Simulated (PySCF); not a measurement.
**The third ionisation energy along the second row**

Calculated with PySCF 2.14 from differences of total energies of unrestricted determinants, without spin-orbit coupling. Values in eV. The last column holds reference values (NIST; (s) semi-empirical, (t) theoretical, else measured). Unmarked ones compare directly (S terms, centres of terms, or small fine structure); those marked * lie between the lowest fine-structure levels and include a spin-orbit shift.

```
                           element               configurations     UHF  MP2 (valence and next inner shell)  SCS-MP2 (valence and next inner shell)  CCSD (valence and next inner shell)  CCSD(T) (valence and next inner shell)    PBE0     reference
 B (def2-TZVPPD, non-relativistic)               [He] 2s1 → 1s2  37.810                              37.827                                  37.827                               37.830                                  37.830  38.212        37.931
 C (def2-TZVPPD, non-relativistic)          [He] 2s2 → [He] 2s1  45.776                              46.951                                  47.182                               47.742                                  47.749  47.036        47.888
 N (def2-TZVPPD, non-relativistic)      [He] 2s2 2p1 → [He] 2s2  47.297                              47.483                                  47.429                               47.242                                  47.267  48.005  47.445 (s) *
 O (def2-TZVPPD, non-relativistic)  [He] 2s2 2p2 → [He] 2s2 2p1  54.606                              54.987                                  54.843                               54.777                                  54.785  55.303  54.936 (s) *
Ne (def2-TZVPPD, non-relativistic)  [He] 2s2 2p4 → [He] 2s2 2p3  61.862                              63.029                                  63.111                               63.067                                  63.082  63.748      63.423 *
```

Task: Fill in the row of F (def2-TZVPPD, non-relativistic) ([He] 2s2 2p3 → [He] 2s2 2p2).

Result: UHF 62.257; MP2 (valence and next inner shell) 62.840; SCS-MP2 (valence and next inner shell) 62.582; PBE0 62.934; reference 62.708 (s) * (eV).

"Valence" correlates the outer s and p shells and, in groups 3 to 12 and the f block, the outer d or f shell, open or full, or the next shell where the ion has no valence electron left; the wider scheme adds the next inner shell.
